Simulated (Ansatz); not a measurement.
System: CH₃Si, charge -1, singlet. CH3Si- (SMILES [SiH-]=C).
B3LYP-D3(BJ)/def2-TZVP minimum from Ansatz (an electronic-structure program):
```xyz
5

C     -1.1106     0.0255    -0.0478
Si     0.6494    -0.1171     0.0297
H     -1.6901     0.9483    -0.0880
H     -1.7425    -0.8651    -0.0598
H      1.0043     1.4034     0.0193
```
Charge -1, spin multiplicity 1.

Total energies in aug-cc-pV(T+d)Z, 12 correlated electrons, 6 frozen orbitals. UHF or UKS for unpaired electrons; spin-orbit terms are left out. Correlated methods leave the cores frozen. No relativity. The restricted determinant of CH3Si- (C=[SiH-], singlet) is unstable towards broken spin symmetry in at least one set run.

| method | program | energy (Eh) | minus CCSDT(Q) (mEh) |
|---|---|---|---|
| HF | Ansatz | -328.50486 | 355.29 |
| MP2 | Ansatz | -328.81496 | 45.20 |
| CCSD | Ansatz | -328.84037 | 19.78 |
| CCSD(T) | Ansatz | -328.85801 | 2.14 |
| CCSDT(Q) | Ansatz | -328.86015 | 0.00 |

Rough core times of Ansatz's runs on a shared machine: CCSD(T) 30 s, CCSDT(Q) 70 min.
